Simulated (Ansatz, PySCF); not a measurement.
This triplet lies within 0.05 eV of the relaxed singlet at the level B3LYP/aug-cc-pVTZ // PBE0-D3(BJ)/def2-TZVPD (Ansatz, a first-principles code).

Cartesian coordinates (Å):
```xyz
5

B     -0.8614     0.0946    -0.2233
Al     0.8717    -0.9638     0.1159
Cl     2.7540     0.0497     0.7587
H     -1.8687    -0.4765    -0.5713
H     -0.8956     1.2961    -0.0800
```
Charge -1, spin multiplicity 3.

Q: Predict the total energy and highest occupied spin orbital from PBE0-D3(BJ)/def2-TZVPD (PySCF).

A: 
The total energy is -728.4518 Ha and the highest occupied spin orbital is -0.25 eV.
